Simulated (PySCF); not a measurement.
How methods differ on the ionisation energy of Co²⁵⁺

Co²⁵⁺ 1s2 (1S) → Co²⁶⁺ 1s1 (2S), as a difference of total energies. Computed with PySCF 2.14 in an uncontracted even-tempered set (17 s from 28 bohr⁻², ratio 2.2; 7 p from 43 bohr⁻², ratio 2.4; 4 d from 130 bohr⁻², ratio 2.4; 3 f from 190 bohr⁻², ratio 2.4; 3 g from 290 bohr⁻², ratio 2.4), with the spin-free X2C one-electron Hamiltonian (Gaussian nucleus). Correlated levels: nothing frozen; virtual orbitals above 40 to 60 times the deepest correlated orbital energy dropped. The calculations carry no spin-orbit coupling.

```
                 method  ionisation energy (eV)  difference from reference (eV)
                    UHF                  9550.4                            +6.2
                    LDA                  9523.8                           -20.4
                    PBE                  9547.7                            +3.5
                   PBE0                  9548.7                            +4.5
                 r2SCAN                  9552.1                            +7.9
                r2SCAN0                  9552.0                            +7.8
    MP2 (all electrons)                  9551.7                            +7.5
SCS-MP2 (all electrons)                  9552.0                            +7.8
```

Reference: 9544.2 eV (theoretical estimate listed by NIST; NIST Atomic Spectra Database, ionization energies).
